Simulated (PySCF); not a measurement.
## Substituent effects on chemical shifts

Parent skeleton `[CH:1]#[C:2][C:3](=[O:4])[O-:5]`; one hydrogen on atom 1 is replaced by X. Hydrogens on one atom are averaged.

All values are calculated (PySCF 2.14.0 with density-fitted response routines): NMR shieldings at PBE0/pcSseg-1/GIAO, coordinates at the GFN2-xTB level. Single conformer, rapidly exchanging positions averaged, gas phase, non-relativistic.

Scale: $^{13}$C vs TMS; $^{17}$O against H2O (reference shieldings calculated alike).

Parent (X = H): C1 53.4, C2 95.5, C3 157.3, O4 366.7, O5 366.7 ppm. Effects are Δδ = δ(X) − δ(H), positive for deshielding.

Problem. Give Δδ (ppm) for X = COCH3, isopropenyl, CF=CF2, CH2F.

Solution. 
```tsv
X	SMILES	C1	C2	C3	O4	O5
COCH3	CC(=O)C#CC(=O)[O-]	+31.6	+23.1	-2.3	+14.0	+14.0
isopropenyl	C=C(C)C#CC(=O)[O-]	+21.7	+19.6	+0.0	-5.7	+24.4
CF=CF2	O=C([O-])C#CC(F)=C(F)F	+8.6	+37.5	-4.7	+38.1	-26.9
CH2F	O=C([O-])C#CCF	+13.5	+14.9	-1.7	-2.7	-2.7
```

Problem. Which position responds most, and to which substituents?

Solution. O5: from -26.9 ppm with CF=CF2 to +24.4 ppm with isopropenyl.

Unscaled 17O shifts of doubly bonded oxygen tend to come out too high, by tens of ppm or more. Experimental scales use liquid or dissolved standards, which lie at an offset from isolated H2O (liquid H2O: subtract about 36 ppm).
